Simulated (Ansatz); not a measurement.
A structure relaxed at PBE-D4/def2-SVP in Ansatz, charge 0, singlet:

```
atom   x (Å)   y (Å)   z (Å)
 Cr1  -0.247   0.164   0.148
  S2  -2.193  -0.136  -0.209
  S3  -0.003   1.592   1.530
  O4   0.506   0.630  -1.356
  H5   1.327   1.148  -1.215
  O6   0.498  -1.295   0.752
  H7   0.113  -2.102   0.349
```

(1) Give its formula, name or SMILES and point group.

(2) Summarise the bond lengths by kind (pairs closer than 1.2 times the sum of covalent radii, bridged metal pairs left out).

Answers

(1) CrS2(OH)2 (CrS₂O₂H₂). Point group C2 (tolerance 0.1 Å).

(2) 2 × Cr–S 2.00 Å; 2 × Cr–O 1.75 Å; 2 × H–O 0.98 Å. The metal has 4 neighbours: S 2.00 Å, S 2.00 Å, O 1.75 Å, O 1.75 Å.

The restricted singlet is unstable towards broken spin symmetry in Hartree–Fock (as tested in another run); at PBE-D4/def2-SVP this wasn't settled.
